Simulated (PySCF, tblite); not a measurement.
Species: C7H13O2P.
Atom-mapped SMILES: `[CH3:1][CH2:2][P@@:3](=[O:4])([OH:5])[C:6]1=[CH:7][CH2:8][CH2:9][CH2:10]1` (hydrogens: H11, H12, H13 on C1; H14, H15 on C2; H16 on O5; H17 on C7; H18, H19 on C8; H20, H21 on C9; H22, H23 on C10)

Structure used (GFN2-xTB), in Å, numbered top down from 1:
```xyz
23
C7H13O2P angstrom
C      2.5156   -0.6795    0.9268
C      2.2759   -0.5327   -0.5659
P      1.1357    0.8789   -0.8514
O      1.6384    2.1975   -0.4474
O      0.8836    0.8078   -2.4522
C     -0.4563    0.4126   -0.1385
C     -1.0765    1.1156    0.8003
C     -2.3721    0.4868    1.2072
C     -2.6008   -0.5909    0.1308
C     -1.2254   -0.8188   -0.5219
H      1.5832   -0.9063    1.4424
H      2.9014    0.2559    1.3270
H      3.2314   -1.4733    1.1323
H      1.8524   -1.4377   -1.0002
H      3.2047   -0.2981   -1.0904
H      0.9941    1.6959   -2.7969
H     -0.6995    2.0209    1.2428
H     -2.2720    0.0483    2.2044
H     -3.1844    1.2131    1.2488
H     -3.3020   -0.2165   -0.6156
H     -3.0119   -1.5081    0.5490
H     -0.7325   -1.7074   -0.1178
H     -1.2878   -0.9372   -1.6038
```

Jobs on this species (23 atoms, 86 electrons) with PySCF (density fitting) and tblite. Hardware of each: an Arm Neoverse V1 with one thread, on a shared host. Other jobs ran on the host; a repeat could differ by tens of per cent or more.

```
level and settings                                                                                                work  basis functions  SCF cycles  wall time
          GFN2-xTB                                                                                   L-BFGS relaxation                –           –          ?
     PBE0/pcSseg-1  shieldings, ring-centre shieldings, charges and field gradients, density and orbital grids written              242          15       87 s
          GFN2-xTB                                                                       Hessian by finite differences                –           –      1.2 s
```

Q: Fill in the missing figures.

A: 
- GFN2-xTB; L-BFGS relaxation: 2.2 s

Q: What do all jobs in the table cost together?

A: About 90 s; the longest takes about 96 % of that, and about 72 times as long as the shortest.
